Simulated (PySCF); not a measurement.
phosphoric acid (H₃O₄P), SMILES P(O)(=O)(O)O.

Geometry: B3LYP-D3(BJ)/def2-SVP. One conformer was computed; it need not be the lowest.

Calculation: PySCF with B3LYP-D3(BJ)/def2-SVP.

Frequencies are harmonic and unscaled.

Modes within 1.5 cm⁻¹ of each other (mostly degenerate sets) share a row, with their intensities summed.

Computed harmonic wavenumbers and intensities:
```
mode   ν (cm⁻¹)  IR (km/mol)  moving atoms (share of kinetic energy)
-----  --------  -----------  --------------------------------------
1–2         148        152.1                          H 73 %, O 27 %
3           301         87.6                          H 85 %, O 11 %
4–5         368         79.9                          O 68 %, H 31 %
6–7         445        158.9                          O 72 %, P 21 %
8           447         23.2                  O 67 %, P 17 %, H 16 %
9           828         15.2                                  O 90 %
10–11       921        665.1                  O 56 %, P 25 %, H 19 %
12         1026         89.9                          H 82 %, O 18 %
13–14      1035        136.1                  H 67 %, P 21 %, O 12 %
15         1319        282.0                          O 56 %, P 43 %
16–17      3822        350.7                                  H 94 %
18         3825         28.0                                  H 94 %
```
